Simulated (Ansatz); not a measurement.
Isolated molecules relaxed with PBE0-D4/def2-TZVP in Ansatz; ΔE leaves out vibrations. CCSD(T)/CBS is the MP2 limit (def2-TZVPP, def2-QZVPP) plus CCSD(T) − MP2 in def2-TZVPP, frozen cores. Functionals use def2-TZVPP. One conformer a species, not always the lowest.

Reaction (cleavage of the Si–Si bond): `BS[SiH2][SiH2][SiH3]` + `[CH3][AlH][OH]` → `[CH3][AlH][O][SiH2][SiH3]` + `BS[SiH3]`

Question: Is it downhill or uphill in electronic energy at CCSD(T)/CBS, and by how much? (Estimate.)

Answer: Ansatz gave: Downhill: ΔE = -0.91 eV.

Question: What do these levels give: r2SCAN-D4, r2SCAN, PBE0, HF/def2-TZVPP, MP2/CBS(def2), CCSD/CBS(def2)? (An estimate is asked.)

Answer: Computed: r2SCAN-D4 -0.86, r2SCAN -0.87, PBE0 -0.78, HF/def2-TZVPP -1.31, MP2/CBS(def2) -0.94, CCSD/CBS(def2) -0.97 eV.

Largest T1 diagnostic among the species: 0.015.

From PBE to PBE0 (25 % exact exchange), in def2-TZVPP and without D4, ΔE moves by −0.08 eV. In def2-TZVPP, CCSD(T) changes the Hartree–Fock value by +0.39 eV (the triples alone add +0.06 eV) and MP2 by +0.35 eV. The D4 term adds +0.07 eV with B3LYP and +0.04 eV with PBE0; it sums over pairs of atoms, weighted by their polarisabilities, and B3LYP, whose exchange is more repulsive, gets the larger term.

B3LYP here is the variant with VWN-RPA as its local correlation; programs differ in this.
